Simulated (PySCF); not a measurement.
Mean polarisability (bohr³) of eight silicon and germanium compounds: PBE beside r2SCAN, computed with PySCF for isolated molecules in the bases named; differences from unrounded values. The eight are the first of their class met in an unordered collection, after screening for sound electronic states; none was chosen by its value. Each molecule has one DFT geometry for both levels.

```
molecule                                                     basis  r2SCAN    PBE  difference
-------------------------------------------------------  ---------  ------  -----  ----------
C₃H₅FSi, SMILES FC=C=C[SiH3]                             def2-TZVP    67.2   68.8         1.5
CH7NOSi, SMILES C[Si@H](N)O                              def2-TZVP    49.0   50.7         1.7
Si(Cl)2(F)(SH) (Cl2FHSSi), SMILES F[Si](S)(Cl)Cl         def2-TZVP    63.6   65.6         2.0
Ge(Cl)(SH)3 (ClGeH₃S₃), SMILES [SH][Ge]([SH])([SH])[Cl]  def2-TZVP    98.3  100.8         2.5
Si(F)2(OH)(SMe) (CH4F2OSSi), SMILES O[Si](F)(SC)F        def2-TZVP    55.7   57.5         1.9
C2H6N2OSi, SMILES N[Si@@H]1COC=N1                        def2-TZVP    62.9   64.8         2.0
ClH6NOSi2, SMILES N[SiH2]O[SiH2]Cl                       def2-TZVP    70.2   72.8         2.6
C2H3ClFNSi, SMILES C#C[Si@@](N)(F)Cl                     def2-TZVP    61.4   63.4         2.0
```

PBE lies below r2SCAN in 0 and above it in 8 of the eight; the mean signed difference is 2.0 and the largest 2.6 bohr³.
